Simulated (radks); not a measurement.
Question: These are the eigenvalues of the occupied orbitals of an atom or ion with whole-number occupations (eV). Calculated with a radial shooting solver on a logarithmic mesh with Libxc functionals: scalar-relativistic Kohn-Sham, r2SCAN, spin-polarised, spherical densities, finite nucleus; meta-GGA in the generalised Kohn-Sham scheme; Fermi nuclear charge, rms radius of each element as measured or else 0.836 A^(1/3) + 0.57 fm.

| orbital | eigenvalue |
|---|---|
| 1s up | -19902.27 |
| 1s down | -19902.03 |
| 2s up | -2853.947 |
| 2s down | -2853.067 |
| 2p up | -2552.638 |
| 2p down | -2551.847 |
| 3s up | -520.5014 |
| 3s down | -520.0509 |
| 3p up | -420.8423 |
| 3p down | -420.2526 |
| 3d up | -259.2658 |
| 3d down | -258.3133 |
| 4s up | -101.9404 |
| 4s down | -96.5879 |
| 4p up | -74.8683 |
| 4p down | -69.1975 |
| 4d up | -35.9019 |

Which element is it, and in what charge state? The configuration may be excited. Open shells, if any, are filled with parallel spins first.

Answer: Z = 42, molybdenum, charge +3: Mo3+ in [Ar] 3d10 4s2 4p5 4d4. The list shows which subshells hold electrons but not how many an open one holds; the 1s level, -731.39 hartree, gives Z - s = 38.2 by -(Z - s)^2/2, which with screening and relativity narrows Z to a few neighbours, and the depths of the outer levels then fix element, charge and occupations together.
